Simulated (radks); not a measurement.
La3+, 54 electrons, occupied as [Xe]. Method: Dirac Kohn-Sham, Slater X-alpha with alpha = 0.838, spin-unpolarised, spherical densities, point nucleus; computed with a radial shooting solver on a logarithmic mesh with Libxc functionals.

Radial electron density D(r) = 4 pi r^2 rho(r):

r (bohr),D(r) (e/bohr)
0.003538,19.51
0.004054,23.56
0.004644,28.21
0.005363,33.78
0.006145,39.58
0.00704,45.79
0.00813,52.60
0.009315,58.96
0.01076,65.20
0.01232,70.19
0.01412,73.88
0.01631,75.99
0.01868,76.11
0.0214,74.56
0.02472,71.70
0.02832,68.83
0.03245,67.02
0.03747,67.61
0.04293,71.30
0.04958,78.36
0.0568,86.60
0.06508,93.99
0.07516,97.97
0.08611,96.29
0.09865,89.65
0.1139,80.24
0.1305,73.48
0.1507,72.31
0.1727,76.86
0.1979,82.82
0.2285,84.02
0.2618,76.18
0.2999,60.88
0.3464,43.29
0.3969,32.46
0.4547,29.93
0.5251,32.89
0.6016,34.98
0.6948,32.24
0.796,25.52
0.912,18.04
1.053,12.30
1.207,9.556
1.382,8.290
1.597,7.081
1.829,5.464
2.096,3.607
2.42,1.911
2.773,0.8558
3.202,0.2889
3.669,0.08108
4.203,0.01748
4.854,0.002494
5.561,0.0002814

D(r) has 4 maxima, at r = 0.0177, 0.0770, 0.218, 0.602 bohr, and minima at 0.0340, 0.144, 0.444 bohr, inside which lie 2.02, 11.20, 28.96 electrons.
